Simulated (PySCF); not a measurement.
C5H8O, SMILES C=C/C=C\OC (GFN2-xTB optimised geometry):

```
14

C      1.470    -2.230     0.002
C      0.730    -1.126     0.000
C     -0.713    -1.126     0.000
C     -1.462    -0.018     0.000
O     -0.930     1.232    -0.003
C     -1.854     2.291     0.017
H      1.021    -3.210     0.002
H      2.546    -2.195     0.002
H      1.195    -0.150    -0.001
H     -1.214    -2.081     0.000
H     -2.546    -0.073     0.001
H     -1.270     3.210    -0.005
H     -2.463     2.272     0.927
H     -2.515     2.262    -0.856
```

Level of theory: PBE/def2-TZVP run with PySCF.

### Question
What are the frontier orbital energies and the dipole moment?

### Answer
HOMO-2 -7.81 eV, HOMO-1 -7.12 eV, HOMO -4.94 eV, LUMO -1.35 eV, LUMO+1 0.60 eV; dipole moment 2.15 D.

Meta-Löwdin charges at PBE/def2-TZVP: C1 -0.28, C2 -0.10, C3 -0.18, C4 0.06, O5 -0.29, C6 -0.14, H7 0.12, H8 0.12, H9 0.12, H10 0.13, H11 0.11, H12 0.14, H13 0.11, H14 0.11.
